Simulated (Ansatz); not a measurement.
Pulling on the C3–H4 bond in CH4Si (SMILES C[SiH]) (multiplicity 1 held, fragments rigid). Energies count from the point at 1.090 Å.
Geometry at that point (charge 0, multiplicity 1):
```xyz
6

Si    -0.4428    -0.3373     0.5178
H     -1.4299    -0.7004    -0.5909
C      0.7708     0.5441    -0.6507
H      1.6471     0.9486    -0.1444
H      0.2562     1.3587    -1.1749
H      1.1017    -0.1488    -1.4339
```

Restricted levels (R-, RO-) in cc, def2 and unpolarised 6-31G sets keep to the state of the molecule at rest. Unrestricted levels (U-) break spin symmetry where that is lower. Active spaces are followed from a long bond inwards. Levels need not reach the same state.

Correlated levels freeze the cores.

Programs: Ansatz (Gaussian basis) for Hartree–Fock, density functionals and correlated methods. Values without a source in brackets are computed.

Energies in kJ/mol.

```
R (Å)  U-PBE/cc-pV(T+d)Z  R-B3LYP/cc-pV(T+d)Z  R-wB97X-V/cc-pV(T+d)Z  SC-NEVPT2 on CASSCF(2,2)/cc-pV(T+d)Z  FIC-MRCISD+Q on CASSCF(2,2)/cc-pV(T+d)Z
-----  -----------------  -------------------  ---------------------  ------------------------------------  ---------------------------------------
0.872                124                  118                    122                                   123                                      120
0.981                 26                   23                     24                                    25                                       24
1.090                  0                    0                      0                                     0                                        0
1.199                 13                   16                     15                                    14                                       16
1.308                 46                   51                     52                                    49                                       51
1.471                113                  120                    124                                   117                                      121
1.635                183                  193                    202                                   188                               (withheld)
1.907                289                  304                    323                                   292                                      296
2.180                374                  394                    426                                   368                                      372
2.507                432                  477                    524                                   425                                      428
2.943                457                  552                    623                                   458                                      462
3.488                464                  608                    707                                   471                               (withheld)
```

Problem. Some entries are withheld; supply them.

Solution. 
- 1.635, FIC-MRCISD+Q on CASSCF(2,2)/cc-pV(T+d)Z: 192
- 3.488, FIC-MRCISD+Q on CASSCF(2,2)/cc-pV(T+d)Z: 474

Doubts at one or more of the structures used: a spin-contaminated determinant (U-PBE/cc-pV(T+d)Z); a restricted determinant that unrestricted orbitals would lower (R-B3LYP/cc-pV(T+d)Z, R-wB97X-V/cc-pV(T+d)Z).

Ansatz is an electronic-structure program.
